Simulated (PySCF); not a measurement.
Calculated NMR parameters of C[SiH](C)/C=C/C(=O)C=O

| Item | Value |
| --- | --- |
| Formula | C6H10O2Si |
| SMILES | C[SiH](C)/C=C/C(=O)C=O |
| InChI | InChI=1S/C6H10O2Si/c1-9(2)4-3-6(8)5-7/h3-5,9H,1-2H3/b4-3+ |
| Point group of the computed structure | Cs |
| Degrees of unsaturation | 3 |
| Carbon signals | 5 |
| Proton signals | 5 |

Mapped SMILES: `[CH3:1][SiH:2]([CH3:3])/[CH:4]=[CH:5]/[C:6](=[O:7])[CH:8]=[O:9]`; H(Xn) means a hydrogen on atom n.

[PySCF 2.14: σ from GIAO-PBE0/pcSseg-1; GFN2-xTB geometry; no solvent model; no relativistic terms; equivalent nuclei averaged; a single conformation]

Scale: ¹H, ¹³C, ²⁹Si vs TMS; ¹⁷O against H2O (reference shieldings calculated alike).

```tsv
carbon	δC, type	δH (multiplicity)	HMBC from (2–3 bonds)	span of the C tensor (ppm)
C1/C3	-2.7, CH3	0.28 (d)	H(C4), H(Si2), H(C1)/H(C3)	6
C4	168.1, CH	8.29 (m)	H(C5), H(Si2), H(C1)/H(C3)	291
C5	139.1, CH	7.89 (d)	H(C8), H(C4), H(Si2)	234
C6	186.3, C	–	H(C8), H(C4), H(C5)	191
C8	199.2, CH	9.48 (s)	H(C5)	176
```

Other nuclei:
| atoms | nucleus | environment | δ (ppm) | σ (ppm) |
| --- | --- | --- | --- | --- |
| H(Si2) | ¹H | hydrogen on a silicon bonded to 3 C | 4.70 | 27.02 |
| Si2 | ²⁹Si | silicon bonded to 3 C, H | -17.0 | 366.2 |
| O9 | ¹⁷O | aldehyde oxygen | 717.7 | -381.7 |
| O7 | ¹⁷O | ketone oxygen | 642.5 | -306.4 |

1. Carbon types of the structure: 1 × C, 3 × CH, 2 × CH3, leaving 1 H on heteroatoms.
2. δC 199.2: aldehyde carbonyl carbon; low-lying n→π* states of the double bond to the heteroatom give a large paramagnetic term (-258 ppm).
3. δC 186.3: ketone carbonyl carbon; the double bond to the heteroatom, with no lone-pair donor beside it, deshields it most.
4. δC 168.1: β carbon of a C=C–C=O unit; conjugation with the carbonyl draws π density from the β position.
5. δC 139.1: α carbon of a C=C–C=O unit; an sp2 carbon of a C=C bond.
6. δH 9.48: hydrogen on an aldehyde carbonyl carbon; the C=O anisotropy and electron withdrawal place aldehyde protons far downfield.

Shifts are as computed. Against solution values, carbons near 30 ppm lie about +3 ppm off and those near 130 ppm about +5 ppm. Of 1211 compounds with measured shifts, 218 miss one by over three times the rms of a fit or turn the order of signals round; such compounds aren't used in these exercises. Unscaled 17O shifts of doubly bonded oxygen tend to come out too high, by tens of ppm or more. Experimental scales use liquid or dissolved standards, which lie at an offset from isolated H2O (liquid H2O: subtract about 36 ppm). Multiplicities follow the n + 1 count of equivalent neighbours, as no J values were calculated; m marks all less simple cases, F and P coupling included.
